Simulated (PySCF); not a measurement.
## Correlation energy of Cu¹⁹⁺ (copper, charge +19)

Starting occupation: [Ne]. All numbers are calculated (PySCF 2.14, X2C-1e with screened-nucleus spin-orbit coupling, Gaussian nucleus, in an uncontracted even-tempered set (18 s from 1 bohr⁻², ratio 2.6; 12 p from 1.4 bohr⁻², ratio 2.6; 6 d from 1.4 bohr⁻², ratio 2.8; 3 f from 42 bohr⁻², ratio 2.8)). Frozen: 1s2; 8 electrons correlated; the 50 highest virtual spinors left out.

MP2 pair energies summed by pair of shells (mhartree):

| pair | energy | share (%) |
| --- | --- | --- |
| 2p1/2-2p3/2 | -96.91 | 33.5 |
| 2p3/2-2p3/2 | -92.39 | 31.9 |
| 2p3/2-2s1/2 | -44.23 | 15.3 |
| 2p1/2-2s1/2 | -22.29 | 7.7 |
| 2p1/2-2p1/2 | -22.17 | 7.7 |
| 2s1/2-2s1/2 | -11.38 | 3.9 |

Total MP2 correlation energy: -289.38 mhartree.

The virtual space was cut to 44 spinors, which keep -221.84 of the -289.38 mhartree of MP2 correlation.

```
  level  correlation energy (mhartree)
   CCSD                        -223.79
    (T)                          -0.07
CCSD(T)                        -223.86
```

Diagnostics: T1 = 0.00016, largest double amplitude 0.005.

Cost of the coupled-cluster step: about 11 core-seconds, for 8 occupied and 44 virtual spinors.

The coupled-cluster values are those of the cut space; adding the MP2 remainder, -67.54 mhartree, estimates the full space.
